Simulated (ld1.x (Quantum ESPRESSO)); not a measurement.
**What one change does to a pseudopotential (Ga, ultrasoft)**

ld1.x (Quantum ESPRESSO) 7.5 input, shortened:

```
&input
   title='Ga', zed=31., rel=1, dft='PBE', iswitch=3,
   config='[Ar] 3d10 4s2 4p1 4d-2'
 /
 &inputp
   pseudotype=3, tm=.true., lloc=-1, rcloc=2.25,
   nlcc=.true., new_core_ps=.true., rcore=1.10
 /
6
4S  1  0   2.00   0.00  1.45  1.95  0.0
4S  1  0   0.00   1.05  1.45  1.95  0.0
4P  2  1   1.00   0.00  2.10  2.45  0.0
4P  2  1   0.00   1.80  2.10  2.45  0.0
4D  3  2  -2.00   0.45  1.50  2.05  0.0
4D  3  2  -2.00   1.00  1.50  2.05  0.0
 &test
   configts(1)='4s2 4p1'
 /
```

Change: waves 4d channel at 0.45 Ry: rcut 1.50, rcutus 1.70 bohr; 4d channel at 1 Ry: rcut 1.50, rcutus 1.70 bohr.

Cutoffs: the cutoffs (Ry, on a coarse ladder) from which the occupation-weighted sum of valence levels, in a spherical-Bessel basis at the reference potential, stays within 10 and 1 mRy of its value at 400 Ry; they do not see the model core or the augmentation charge, which bear on the density cutoff. Errors are all-electron minus pseudo energies relative to the spin-unpolarised reference configuration.

Predict the effect on cutoff, ghosts and configuration errors.

Both files are so soft that the ladder of cutoffs tells neither apart; a bound ghost appears in d, which as a rule spoils a file; the errors of the 7 common tests hardly move.

```csv
quantity,base,changed
"cutoff, loose",6 Ry,6 Ry
"cutoff, tight",10 Ry,10 Ry
bound ghosts,none,d
"error for 4s2 4p0, meV [ΔE 5.69 eV]",-12,-12
"error for 4s1 4p0, meV [ΔE 26.82 eV]",-187,-187
"error for 4s2 4p0.5, meV [ΔE 2.03 eV]",-1.9,-1.9
"error for 4s2 4p1.3, meV [ΔE -0.53 eV]",-0.1,-0.1
"error for 4s1 4p1, meV [ΔE 13.06 eV]",-54,-54
"error for 4s1 4p2, meV [ΔE 6.54 eV]",-20,-20
"error for 4s0 4p3, meV [ΔE 13.37 eV]",-81,-81
s: phases at 2.64 bohr within 0.05 rad from the reference energy up to (Ry; the scan ends near 5),to the end of the scan,to the end of the scan
p: phases at 2.64 bohr within 0.05 rad from the reference energy up to (Ry; the scan ends near 5),4.1,4.1
d: phases at 2.64 bohr within 0.05 rad from the reference energy up to (Ry; the scan ends near 5),n/a,3.3
lowest overlap eigenvalue by channel,"s 0.37, p 0.67, d 1.00","s 0.37, p 0.67, d 0.02"
```

 A true bound ghost makes a file unfit for plane-wave use even where its test errors are small: the radial tests pick states by their node count and pass the ghost by.
